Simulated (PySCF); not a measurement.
## Structure elucidation problem

The spectra below were simulated for a compound C₆H₈F₂Si.

$^{1}$H NMR (500 MHz, computed): δ 6.71 (m, 1H), 5.78 (m, 1H), 5.23 (m, 1H), 4.99 (m, 1H), 4.34 (m, 1H), 1.55 (m, 3H).

$^{13}$C{$^{1}$H} NMR (computed): δ 175.5 (C), 153.8 (CH), 125.4 (CH), 93.4 (CH), 91.8 (C), 28.8 (CH3).

[PySCF: shieldings: GIAO PBE0/pcSseg-1; structure optimised with GFN2-xTB; non-relativistic; one averaged value for each set of equivalent atoms; no solvent model; single conformer]

Shifts are taken against calculated references (same method and geometry level): $^{1}$H (σref 31.72), $^{13}$C (σref 186.93) against TMS.

Question: Deduce the structure.

Answer: 
- The formula gives 3 degrees of unsaturation (1 ring in the answer).
- 6 carbon signals for 6 carbons: no two carbons are equivalent.
- Carbon types of the structure: 2 × C, 3 × CH, 1 × CH3, leaving 2 H on heteroatoms.
- δC 175.5: fully substituted alkene carbon.
- δC 153.8, 125.4, 93.4: alkene CH.
- δC 91.8: allylic fully substituted sp3 carbon bonded to F and Si; the inductive effect lowers its shielding.
- δC 28.8: methyl carbon; saturated and bonded to C and H only.
- δH 6.71, 5.78, 5.23: hydrogen on an alkene CH; a vinylic proton, deshielded by the sp2 carbon and the C=C anisotropy.
- δH 4.99, 4.34: hydrogen on a silicon bonded to 2 C, in a 6-membered ring.
- δH 1.55: hydrogen on a methyl carbon.

Structure: `InChI=1S/C6H8F2Si/c1-6(8)3-2-5(7)4-9-6/h2-4H,9H2,1H3/t6-/m0/s1`.

The data come from this structure; uniqueness wasn't tested.

Splittings by $^{19}$F in the carbon and heteronuclear signals aren't shown, as no couplings were computed. Shifts are as computed. Against solution values, carbons near 30 ppm lie about +3 ppm off and those near 130 ppm about +5 ppm. Of 1309 compounds with measured shifts, 239 miss one by over three times the rms of a fit or turn the order of signals round; such compounds aren't used in these exercises. Multiplicities follow the n + 1 count of equivalent neighbours, as no J values were calculated; m marks all less simple cases, F and P coupling included.
